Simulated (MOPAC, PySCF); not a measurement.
H3Ga, SMILES `[GaH3]`, neutral singlet in the gas phase. 

Cartesian coordinates (Å):
SMILES: [GaH3]
```xyz
4

Ga     0.0000     0.0001    -0.0004
H      1.5675    -0.0725     0.0148
H     -0.8462    -1.3214    -0.0217
H     -0.7212     1.3938     0.0072
```
Charge 0, spin multiplicity 1.

All levels are single points at this geometry (B3LYP-D3(BJ)/def2-TZVP); Pople sets use spherical d functions. Orbital energies aren't observables, and empty levels follow the basis.

```
level                                     HOMO (eV)  LUMO (eV)  gap (eV)  dipole (D)  vertical IE, Delta-SCF (eV)
----------------------------------------  ---------  ---------  --------  ----------  ---------------------------
B3LYP-D3(BJ)/def2-TZVP in PySCF               -8.41      -2.12      6.29        0.00                            –
B3LYP/3-21G in PySCF                          -8.29      -2.03      6.27        0.00                            –
B3LYP/6-311+G** (LANL2DZ on Ga) in PySCF      -8.43      -1.98      6.45        0.00                            –
B3LYP/6-31G* in PySCF                         -8.41      -2.12      6.30        0.00                        11.30
B3LYP/LANL2DZ in PySCF                        -8.51      -2.03      6.49        0.00                            –
BP86/6-31G* in PySCF                          -7.49      -2.74      4.75        0.00                            –
SVWN5/6-31G* in PySCF                         -7.41      -2.90      4.51        0.00                            –
HF/3-21G in PySCF                            -11.51       0.84     12.35        0.00                            –
HF/6-31G* in PySCF                           -11.65       0.82     12.46        0.00                        10.69
AM1 in MOPAC                                 -10.18      -1.15      9.03        0.00                            –
PM3 in MOPAC                                 -11.85      -3.80      8.05        0.00                            –
PM6 in MOPAC                                 -12.29      -0.85     11.44        0.00                            –
PM7 in MOPAC                                 -10.71       1.25     11.95        0.00                            –
```
